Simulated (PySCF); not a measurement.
C3H9BrInN (SMILES C[N](C)[In]([CH3])[Br]), singlet, at a GFN2-xTB geometry (such geometries of metal compounds can be far from the true shape) (core potentials on In); DF-R2SCAN/def2-SV(P) (PySCF).

PySCF was given this input:
```python
from pyscf import gto, scf, dft

mol = gto.Mole()
mol.atom = '''
    In   -0.32618737    0.47531187   -0.03110692
    Br   -0.14281321   -1.81422259   -1.03608573
    C    -1.52339446    2.01644938   -1.16189536
    H    -0.82626379    2.69521753   -1.64621029
    H    -2.17581667    2.56277791   -0.48695723
    H    -2.10422467    1.47567907   -1.90380154
    N     1.26698695    0.81235344    1.33702427
    C     1.71301463   -0.30087165    2.14277714
    C     1.17357955    2.03183748    2.10393626
    H     2.75622495   -0.13523720    2.43492574
    H     1.12203070   -0.43070027    3.06315533
    H     1.66844331   -1.21987761    1.55195954
    H     0.56120784    1.92733412    3.01298470
    H     2.17926364    2.33762513    2.41418707
    H     0.75267126    2.82372461    1.47891863
'''
mol.basis = 'def2-sv(p)'
mol.ecp = {'In': 'def2-sv(p)'}
mol.verbose = 4
mol.max_memory = 1800
mol.build()

mf = dft.RKS(mol)
mf.xc = 'r2scan'
mf = mf.density_fit(auxbasis='def2-universal-jkfit')
mf.kernel()
```

Output, abridged:

```
PySCF version 2.14.0

[INPUT] verbose = 4
[INPUT] num. atoms = 15
[INPUT] num. electrons = 90
[INPUT] charge = 0
[INPUT] spin (= nelec alpha-beta = 2S) = 0
[INPUT] symmetry False subgroup None
[INPUT] Mole.unit = angstrom
[INPUT] Symbol           X                Y                Z      unit          X                Y                Z       unit  Magmom
[...]
nuclear repulsion = 555.282278379491
number of shells = 64
number of NR pGTOs = 267
number of NR cGTOs = 132
basis = def2-sv(p)
ecp = {'In': 'def2-sv(p)'}

******** <class 'pyscf.df.df_jk.DFRKS'> ********
method = DFRKS
initial guess = minao
damping factor = 0
level_shift factor = 0
DIIS = <class 'pyscf.scf.diis.CDIIS'>
diis_start_cycle = 1
diis_space = 8
diis_damp = 0
SCF conv_tol = 1e-09
SCF conv_tol_grad = None
SCF max_cycles = 50
direct_scf = False
XC library pyscf.dft.libxc version 7.1.2
    S. Lehtola, C. Steigemann, M. J. T. Oliveira, and M. A. L. Marques,  SoftwareX 7, 1–5 (2018)
XC functionals = r2scan
    J. W. Furness, A. D. Kaplan, J. Ning, J. P. Perdew, and J. Sun,  J. Phys. Chem. Lett. 11, 8208–8215 (2020)
    J. W. Furness, A. D. Kaplan, J. Ning, J. P. Perdew, and J. Sun,  J. Phys. Chem. Lett. 11, 9248–9248 (2020)
    J. W. Furness, A. D. Kaplan, J. Ning, J. P. Perdew, and J. Sun,  J. Phys. Chem. Lett. 11, 8208–8215 (2020)
    J. W. Furness, A. D. Kaplan, J. Ning, J. P. Perdew, and J. Sun,  J. Phys. Chem. Lett. 11, 9248–9248 (2020)
radial grids:
    Treutler-Ahlrichs [JCP 102, 346 (1995); DOI:10.1063/1.469408] (M4) radial grids

becke partition: Becke, JCP 88, 2547 (1988); DOI:10.1063/1.454033
pruning grids: <function nwchem_prune>
grids dens level: 3
symmetrized grids: False
atomic radii adjust function: <function treutler_atomic_radii_adjust>
small_rho_cutoff = 0
Set gradient conv threshold to 3.16228e-05
Initial guess from minao.
tot grids = 186832
init E= -2916.10618243728
[...]
cycle= 1 E= -2936.45153316574  delta_E= -20.3  |g|= 2.52  |ddm|= 13.1
[...]
cycle= 2 E= -2889.96783361143  delta_E= 46.5  |g|= 7.89  |ddm|= 39.1
[...]
cycle= 3 E= -2937.09802112162  delta_E= -47.1  |g|= 1.75  |ddm|= 38.9
[...]
cycle= 4 E= -2937.53541367392  delta_E= -0.437  |g|= 1.65  |ddm|= 3.65
[...]
cycle= 5 E= -2938.18251821861  delta_E= -0.647  |g|= 0.694  |ddm|= 2.45
[...]
cycle= 6 E= -2938.26332277216  delta_E= -0.0808  |g|= 0.372  |ddm|= 0.984
[...]
cycle= 7 E= -2938.29355882936  delta_E= -0.0302  |g|= 0.115  |ddm|= 0.521
[...]
cycle= 8 E= -2938.29777107316  delta_E= -0.00421  |g|= 0.0332  |ddm|= 0.17
[...]
cycle= 9 E= -2938.29806683553  delta_E= -0.000296  |g|= 0.011  |ddm|= 0.0577
[...]
cycle= 10 E= -2938.29809273128  delta_E= -2.59e-05  |g|= 0.00527  |ddm|= 0.0171
[...]
cycle= 11 E= -2938.29809998472  delta_E= -7.25e-06  |g|= 0.000779  |ddm|= 0.00652
[...]
cycle= 12 E= -2938.2981001552  delta_E= -1.7e-07  |g|= 0.000169  |ddm|= 0.00111
[...]
cycle= 13 E= -2938.29810016351  delta_E= -8.31e-09  |g|= 5.67e-05  |ddm|= 0.000262
[...]
cycle= 14 E= -2938.29810016453  delta_E= -1.02e-09  |g|= 1.86e-05  |ddm|= 0.000102
[...]
cycle= 15 E= -2938.29810016462  delta_E= -8.09e-11  |g|= 7.98e-06  |ddm|= 2.35e-05
[...]
Extra cycle  E= -2938.29810016456  delta_E= 5.87e-11  |g|= 1.7e-05  |ddm|= 3.19e-05
converged SCF energy = -2938.29810016456
```
